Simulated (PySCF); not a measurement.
**GaCl and its ions**

PBE0; PySCF, scalar-relativistic core potentials, basis sets Ga cc-pVDZ-PP with ECP10, Cl cc-pV(D+d)Z. Neutral (UKS): singlet (closed shell), Re = 2.246 Å, ωe = 356 cm⁻¹, De = 4.73 eV, HOMO -7.54 eV, LUMO -1.64 eV.

GaCl⁺ (UKS): doublet (σ ↑), Re = 2.126 Å, ωe = 382 cm⁻¹, De = 0.81 eV to Ga⁺ + Cl. The energies at the minima are -719.56604 hartree for GaCl and -719.20359 for GaCl⁺.

Work out the adiabatic ionisation energy, without and with harmonic zero-point energies (1 hartree = 27.2114 eV, 1 eV = 8065.5 cm⁻¹), and the change of the bond length.

At PBE0: 0.36245 hartree = 9.863 eV between the minima; the zero-point term (382.0 − 356.0)/2 cm⁻¹ = +0.002 eV makes it 9.864 eV. Re changes by -12.0 pm against the neutral. Minus the HOMO energy is 7.54 eV, -2.32 eV from the value between the minima; self-interaction puts the Kohn–Sham level too high, less so with exact exchange. The electron leaves a σ orbital, and the shorter bond of the ion fits an antibonding orbital, or a change in how ionic the bond is.

Spin–orbit coupling is left out. For an ion De counts to the pair picked by the measured ionisation energies or electron affinities, which need not be the lowest pair at this level. States were picked by a PBE0 search and need not be the measured ground states.
